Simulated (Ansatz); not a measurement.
`[NH2][AlH][BH]F` + dimethylamine → `CN(C)BF` + `[NH2][AlH2]` at 700 K and 1 bar (cleavage of the B–Al bond).

Gas-phase electronic energies from Ansatz, PBE0-D4/def2-TZVP geometries. CBS: MP2 limit from def2 TZ/QZ plus the TZ coupled-cluster correction, frozen cores. This one scheme is used for every species. One conformer a species, not always the lowest.

| species | CCSD(T)/CBS energy (Eh) | H − E (kJ/mol) | S (J/(mol·K)) |
| --- | --- | --- | --- |
| `[NH2][AlH][BH]F` | -423.76780 | 191.4 | 431.7 |
| `CNC` | -135.00321 | 296.9 | 352.4 |
| `CN(C)BF` | -259.69840 | 334.1 | 429.5 |
| `[NH2][AlH2]` | -299.14566 | 147.5 | 319.0 |

H − E and S are ideal-gas, rigid-rotor, harmonic terms from PBE0-D4/def2-TZVP, for one conformer and one mirror image of each species. 1 Eh = 2625.50 kJ/mol, R = 8.31446 J/(mol·K).

Question: By hand: ΔE, ΔH, ΔS and ΔG.

Answer: ΔE = (-259.69840) + (-299.14566) − (-423.76780) − (-135.00321) = -0.07305 Eh = -191.8 kJ/mol. Δ(H − E) = 334.1 + 147.5 − 191.4 − 296.9 = -6.7, so ΔH = -198.5 kJ/mol. ΔS = 429.5 + 319.0 − 431.7 − 352.4 = -35.6 J/(mol·K). ΔG = -198.5 − 700 × (-35.6)/1000 = -173.6 kJ/mol.

Question: By hand: the equilibrium constant, and the temperature at which ΔG would vanish if ΔH and ΔS stayed fixed.

Answer: log₁₀ K = −ΔG/(RT ln 10) = 13.0. ΔG = 0 at ΔH/ΔS = 5576 K, far beyond where these terms or the molecules hold.

ΔH outweighs TΔS. A doubt of 5 kJ/mol in ΔE shifts log₁₀ K by 0.4 here. Other conformers and mirror images would add mixing entropy, several J/(mol·K) or more a flexible species. Modes under 60 cm⁻¹, often nearly free rotors, make the harmonic entropy too high. These are equilibria of isolated gas molecules and say nothing of rates. Largest T1 diagnostic: 0.014 (customary marks: 0.02 for closed shells, 0.045 for open ones).
